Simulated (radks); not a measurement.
Values are calculated unless marked as measured or tabulated.
Question: These are the eigenvalues of the occupied orbitals of an atom or ion with whole-number occupations (hartree). Code: a radial shooting solver on a logarithmic mesh with Libxc functionals. Model: Dirac Kohn-Sham, RPBE, spin-unpolarised, spherical densities, finite nucleus; Fermi nuclear charge, rms radius of each element as measured or else 0.836 A^(1/3) + 0.57 fm.

orbital  eigenvalue
1s1/2     -49.96112
2s1/2      -5.91156
2p1/2      -4.73979
2p3/2      -4.72664

Which element is it, and in what charge state? The configuration may be excited. Open shells, if any, fill j = l - 1/2 first.

Answer: Z = 12, magnesium, charge +4: Mg4+ in [He] 2s2 2p4. The list shows which subshells hold electrons but not how many an open one holds; the 1s level, -49.961 hartree, gives Z - s = 10.0 by -(Z - s)^2/2, which with screening and relativity narrows Z to a few neighbours, and the depths of the outer levels then fix element, charge and occupations together.
